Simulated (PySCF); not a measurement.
SMILES [SiH2](CC)CC (C4H12Si), singlet (GFN2-xTB optimised geometry):

```
17

C      1.981    -1.881     0.006
C      1.399    -0.473     0.000
Si    -0.504    -0.473     0.000
C     -1.140     1.320     0.000
C     -2.661     1.399     0.001
H      3.070    -1.855     0.007
H      1.654    -2.426     0.888
H      1.655    -2.434    -0.871
H      1.773     0.060    -0.876
H      1.773     0.068     0.871
H     -0.999    -1.174    -1.195
H     -0.999    -1.173     1.195
H     -0.758     1.853     0.873
H     -0.760     1.852    -0.874
H     -3.069     0.906     0.881
H     -3.001     2.434     0.003
H     -3.070     0.908    -0.878
```

Level of theory: PySCF with PBE/def2-SVP.

Question: What are the frontier orbital energies and the dipole moment?

Answer: HOMO-2 -7.66 eV, HOMO-1 -7.20 eV, HOMO -6.63 eV, LUMO 0.49 eV, LUMO+1 0.89 eV; dipole moment 0.70 D.

On the same geometry PBE0/def2-SVP (PySCF) gives HOMO-2 -9.05 eV, HOMO-1 -8.55 eV, HOMO -7.94 eV, LUMO 1.33 eV, LUMO+1 1.72 eV; dipole moment 0.67 D.

Meta-Löwdin charges at PBE/def2-SVP: C1 -0.29, C2 -0.39, Si3 0.58, C4 -0.39, C5 -0.29, H6 0.10, H7 0.10, H8 0.10, H9 0.10, H10 0.10, H11 -0.10, H12 -0.10, H13 0.10, H14 0.10, H15 0.10, H16 0.10, H17 0.10.
